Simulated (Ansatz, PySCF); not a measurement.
arsenic trifluoride (AsF₃), SMILES F[As](F)F. Atoms are numbered in the order given.

```xyz
4

F      1.2916    -0.7457    -0.5046
As     0.0000     0.0000     0.3830
F      0.0000     1.4914    -0.5046
F     -1.2916    -0.7457    -0.5046
```
Charge 0, spin multiplicity 1.

Geometry: B3LYP-D3(BJ)/def2-SVP.

Two levels are set side by side: PBE-D3(BJ)/def2-SVP (Ansatz, an electronic-structure program) and B3LYP-D3(BJ)/def2-SVP (Ansatz). Each level has its own optimised geometry; the coordinates shown are those of the second. Frequencies come from the Hessian of PySCF at each geometry. Differences are taken from unrounded values.

| quantity | B3LYP-D3(BJ) |
|---|---|
| mean bond length (Å) | 1.735 |
| bond F1–As2 (Å) | 1.735 |
| bond As2–F3 (Å) | 1.736 |
| bond As2–F4 (Å) | 1.735 |
| highest harmonic wavenumber (cm⁻¹) | 729 |
| mean harmonic wavenumber (cm⁻¹) | 494 |
| zero-point energy (kcal/mol) | 4.23 |

Q: What does PBE-D3(BJ) give, and how far is it from B3LYP-D3(BJ)? (The exact figures need the calculation; the answer reports its results.)

A: 
```
quantity                            PBE-D3(BJ)  PBE-D3(BJ) minus B3LYP-D3(BJ)
----------------------------------  ----------  -----------------------------
mean bond length (Å)                     1.751                          0.016
bond F1–As2 (Å)                          1.751                          0.016
bond As2–F3 (Å)                          1.751                          0.016
bond As2–F4 (Å)                          1.751                          0.016
highest harmonic wavenumber (cm⁻¹)         700                            -28
mean harmonic wavenumber (cm⁻¹)            473                            -20
zero-point energy (kcal/mol)              4.06                          -0.17
```

Exact exchange shortens and stiffens bonds; PBE has none. Differences between two approximate levels are no errors against the true value.
